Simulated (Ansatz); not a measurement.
A search over several starts for the lowest SCF solution of the cluster Zr2Se4 at the given spin, in a small basis.

```yaml
crystal:
  periodic: [false, false, false]
  atoms:
    - {symbol: Zr, position_ang: [0.766689, 0.089177, -0.269904]}
    - {symbol: Zr, position_ang: [-1.891440, -0.066437, 0.709007]}
    - {symbol: Se, position_ang: [-1.273760, 1.456171, -1.239286]}
    - {symbol: Se, position_ang: [-0.726848, -2.107124, -0.271782]}
    - {symbol: Se, position_ang: [3.074042, 0.062963, -1.157060]}
    - {symbol: Se, position_ang: [0.051327, 0.565241, 2.229033]}
basis:
  gaussian: {orbitals: def2-SVP, initial_orbitals: start.molden}
magnetization: {spin_polarized: true, initial_magnetization: 2}
hamiltonian: {xc: pbe, dispersion: d4}
output: {orbitals: {seedname: orbitals}}
```

The file start.molden holds the orbitals of an earlier run on this structure, at another level or in another basis.

```sh
$ ansatz run in.yaml --threads 4 --pin off --events-out ev --progress --plain --max-ram 8704MiB
```

Output, abridged:

```
Functional definition: PBE
1940 factors; their error is unknown
mean field evaluation 1: about -263896.7274 eV, gradient 1.0e-1 eV
mean field evaluation 2: about -263896.3472 eV, gradient 1.1e-4 eV
mean field evaluation 4: about -263896.3472 eV, gradient 1.0e-5 eV
mean field evaluation 8: about -263896.3472 eV, gradient 2.1e-4 eV
mean field evaluation 16: about -263686.9033 eV, gradient 1.2e2 eV
mean field evaluation 32: about -263895.2981 eV, gradient 8.9e0 eV
mean field evaluation 64: about -263896.0686 eV, gradient 4.9e0 eV
mean field evaluation 96: about -263895.1819 eV, gradient 2.9e0 eV
mean field evaluation 128: about -263896.0125 eV, gradient 2.2e0 eV
mean field -263896.34716887 eV, -9698.0118830874 hartree, gradient 2.7e-6 eV, S^2 2.003694; 11 other end points of the search recorded, 0 dependent functions left out
reference -263896.34723526 eV, -9698.0118855272 hartree; 81, 79 occupied and 109, 111 virtual orbitals, 1940 factors
Total energy: -263896.79094344 eV, -9698.0281915021 hartree
```

It took 92 s on 4 threads of Arm Neoverse V2 on a shared host, peak host memory 0.85 GiB.

In the def2 sets Zr takes a core potential; there is no spin–orbit coupling. The gap within one spin of the charge 0 triplet nearly closes, so an electron or hole may be smeared out by delocalisation error. At PBE0-D4/def2-TZVP a singlet of charge 0 lies 0.77 eV below the triplet, each at its own geometry. The structure comes from a short search, and lower isomers may exist.
